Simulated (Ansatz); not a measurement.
Isomers of CH$_{3}$BN$_{2}$, relaxed with PBE0-D4/def2-TZVP in Ansatz; electronic energies, one conformer each and not always the lowest. Functionals use def2-TZVPP; CBS adds triple-zeta CCSD(T) − MP2 to the MP2 limit of def2-TZVPP and def2-QZVPP.

(1) Order them by energy at frozen-core CCSD(T)/CBS, lowest first. (Estimate.)
A. `BN=C=N`
B. `NB1C=N1`
C. `N=C1BN1`

(2) How do ωB97M-V, PBE-D4, B2PLYP, B3LYP-D4 place them (kJ/mol, against `NB1C=N1`)? (Estimate.)

Answers

(1) B (0.0 kJ/mol), A (32.3 kJ/mol), C (130.0 kJ/mol).

(2) The calculation gave: 
```
   isomer  ωB97M-V  PBE-D4  B2PLYP  B3LYP-D4
`N=C1BN1`    132.6   109.6   127.1     123.1
 `BN=C=N`     34.2     4.4     9.0       1.8
```

B3LYP here is the variant with VWN-RPA as its local correlation; programs differ in this.
